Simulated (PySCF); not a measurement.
Te(Cl)(SiH3) (ClH3SiTe), SMILES [SiH3][Te]Cl.

Geometry: PBE0-D3(BJ)/def2-SVP. The def2 effective core potentials stand for the cores of Te; spin–orbit coupling is left out.

Method: PySCF with TDDFT-LC-ωPBE/def2-SVPD.

Vertical excitations. The molecule is in vacuum. State labels are in the subgroup Cs.

```json
[
 {"state": "S1", "symmetry": "A\"", "energy (eV)": "2.36", "λ (nm)": "525", "f": "0.000", "main pairs": "HOMO→LUMO 98 %"},
 {"state": "S2", "symmetry": "A'", "energy (eV)": "4.32", "λ (nm)": "287", "f": "0.004", "main pairs": "HOMO−1→LUMO 96 %"},
 {"state": "S3", "symmetry": "A\"", "energy (eV)": "4.95", "λ (nm)": "250", "f": "0.008", "main pairs": "HOMO→LUMO+1 82 %"},
 {"state": "S4", "symmetry": "A\"", "energy (eV)": "5.73", "λ (nm)": "216", "f": "0.000", "main pairs": "HOMO−2→LUMO 88 %"},
 {"state": "S5", "symmetry": "A'", "energy (eV)": "6.16", "λ (nm)": "201", "f": "0.014", "main pairs": "HOMO−3→LUMO 71 %, HOMO−4→LUMO 21 %"},
 {"state": "S6", "symmetry": "A\"", "energy (eV)": "6.64", "λ (nm)": "187", "f": "0.091", "main pairs": "HOMO→LUMO+3 40 %, HOMO→LUMO+2 39 %, HOMO→LUMO+4 8 %"},
 {"state": "S7", "symmetry": "A'", "energy (eV)": "6.85", "λ (nm)": "181", "f": "0.018", "main pairs": "HOMO→LUMO+6 51 %, HOMO−1→LUMO+1 33 %"},
 {"state": "S8", "symmetry": "A\"", "energy (eV)": "7.02", "λ (nm)": "177", "f": "0.001", "main pairs": "HOMO→LUMO+7 37 %, HOMO→LUMO+2 22 %, HOMO→LUMO+3 19 %"},
 {"state": "S9", "symmetry": "A'", "energy (eV)": "7.35", "λ (nm)": "169", "f": "0.194", "main pairs": "HOMO→LUMO+5 83 %"},
 {"state": "S10", "symmetry": "A\"", "energy (eV)": "7.45", "λ (nm)": "166", "f": "0.006", "main pairs": "HOMO→LUMO+4 66 %, HOMO→LUMO+7 10 %"},
 {"state": "T1", "symmetry": "A\"", "energy (eV)": "1.66", "λ (nm)": "749", "f": "0", "main pairs": "HOMO→LUMO 96 %"},
 {"state": "T2", "symmetry": "A'", "energy (eV)": "3.63", "λ (nm)": "341", "f": "0", "main pairs": "HOMO−1→LUMO 95 %"},
 {"state": "T3", "symmetry": "A\"", "energy (eV)": "4.45", "λ (nm)": "278", "f": "0", "main pairs": "HOMO→LUMO+1 78 %"},
 {"state": "T4", "symmetry": "A\"", "energy (eV)": "5.12", "λ (nm)": "242", "f": "0", "main pairs": "HOMO−2→LUMO 87 %"}
]
```
Triplets are in the Tamm–Dancoff approximation, which puts them higher than full response would, so one can lie above its singlet here.
